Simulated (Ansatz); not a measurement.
```yaml
crystal:
  periodic: [true, true, true]
  atoms:
    - {symbol: F, position_ang: [0.612566, -0.287337, -2.344841]}
    - {symbol: Hf, position_ang: [0.301843, -0.453928, -0.442765]}
    - {symbol: Cl, position_ang: [1.233844, -2.648328, -0.054190]}
    - {symbol: C, position_ang: [-2.041578, -0.597761, -1.400281]}
    - {symbol: C, position_ang: [-2.013305, 0.491908, -0.503763]}
    - {symbol: C, position_ang: [-1.848801, -0.028180, 0.805007]}
    - {symbol: C, position_ang: [-1.734685, -1.424191, 0.705407]}
    - {symbol: C, position_ang: [-1.849211, -1.776145, -0.662839]}
    - {symbol: C, position_ang: [0.766090, 1.788832, 0.585035]}
    - {symbol: C, position_ang: [1.655939, 1.673983, -0.499711]}
    - {symbol: C, position_ang: [2.570559, 0.640140, -0.208263]}
    - {symbol: C, position_ang: [2.259635, 0.130950, 1.069055]}
    - {symbol: C, position_ang: [1.138435, 0.827362, 1.558637]}
    - {symbol: H, position_ang: [-2.113824, -0.528340, -2.474838]}
    - {symbol: H, position_ang: [-2.132877, 1.532890, -0.765935]}
    - {symbol: H, position_ang: [-1.813262, 0.549108, 1.716300]}
    - {symbol: H, position_ang: [-1.565056, -2.111846, 1.520401]}
    - {symbol: H, position_ang: [-1.766672, -2.774278, -1.064745]}
    - {symbol: H, position_ang: [-0.046600, 2.494712, 0.667871]}
    - {symbol: H, position_ang: [1.613418, 2.238227, -1.419318]}
    - {symbol: H, position_ang: [3.349192, 0.278687, -0.863206]}
    - {symbol: H, position_ang: [2.763288, -0.685030, 1.562833]}
    - {symbol: H, position_ang: [0.661071, 0.668564, 2.514139]}
basis:
  gaussian: {orbitals: def2-SVPD, point_charges: [{charge: 0.50, position_ang: [7.174, -0.976, 0.976]}]}
magnetization: {spin_polarized: true, initial_magnetization: 0}
hamiltonian: {xc: {name: PBE}}
output: {forces: true}
```

```sh
$ ansatz run in.yaml --threads 11 --pin off --events-out ev --progress --plain --max-ram 174080MiB --backend cuda --devices 0, --max-vram 75GiB
```

Output, abridged:

```
Error: YAML parse error: error: line 2 column 3: crystal: missing field `lattice` (a structure is typed as `lattice` and `atoms`, a molecule's as `atoms` in Å alone, or read from a run's directory, `checkpoint`)
 --> <input>:2:3
1 | crystal:
2 |   periodic: [true, true, true]
3 |   atoms:
4 |     - {symbol: F, position_ang: [0.612566, -0.287337, -2.344841]}
```

Q: What is wrong with this run?

A: The molecule is marked periodic without a cell. The program refused the input.
